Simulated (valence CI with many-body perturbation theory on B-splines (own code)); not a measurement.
Tl⁵⁰⁺ in three bases

Computed by valence CI with perturbative core correlation (CI+MBPT): three valence electrons over a frozen Dirac-Fock core [Ar] 3d10, radial functions for each j: 9 s, 9 p, 8 d, 6 f, 3 g, 1 h, with the one-electron correlation potential Σ1 (screened to all orders), the two-electron term Σ2, the three-electron term Σ3, Breit, model QED; selected single and double excitations, second order for the rest, scaled by the run's own slope (own B-spline code, finite nucleus).

No measured spectrum was set against this ion. As an estimate, large intervals hold to a few tenths of a per cent, small ones and those within an open d or f shell to about a per cent.

The reference run has the lowest level (4s^2 4p1/2) J=1/2 and an ionisation energy of 2925.92 eV. Its largest variational space holds 8845 state functions.

Levels are named by their leading jj configuration (3d3/2^4 stands for four electrons in 3d with j = 3/2), which in mixed levels can hold well under half, so a name can repeat and another be missing. Letters in brackets count levels of one name in rising energy.

Changed runs:
A. basis 6 s, 6 p, 5 d, 3 f, 1 g
B. basis 5 s, 5 p, 4 d, 2 f

Excitation energies of the reference run in cm⁻¹, and shifts in cm⁻¹:

| Level | Reference | A | B |
| --- | --- | --- | --- |
| (4s 4p1/2^2) J=1/2 | 930402 | -16 | +13 |
| (4s^2 4p3/2) J=3/2 | 1283800 | -45 | -108 |
| (4s 4p1/2 4p3/2) J=3/2 [a] | 2088320 | -206 | -680 |
| (4s 4p1/2 4p3/2) J=5/2 | 2167080 | -74 | -166 |
| (4s 4p1/2 4p3/2) J=3/2 [b] | 2276020 | +15 | +194 |
| (4s 4p1/2 4p3/2) J=1/2 | 2295240 | +19 | +225 |
| (4s^2 4d3/2) J=3/2 | 2788400 | +129 | +844 |
| (4s^2 4d5/2) J=5/2 | 3038920 | +45 | +497 |
| (4p1/2^2 4p3/2) J=3/2 | 3203990 | -57 | -82 |
| (4s 4p3/2^2) J=5/2 | 3431590 | -91 | -137 |
| (4s 4p1/2 4d3/2) J=3/2 [a] | 3520740 | -154 | -331 |
| (4s 4p3/2^2) J=1/2 | 3577550 | +57 | +382 |
| Ionisation energy (eV) | 2925.92 | -0.027 | -0.09 |
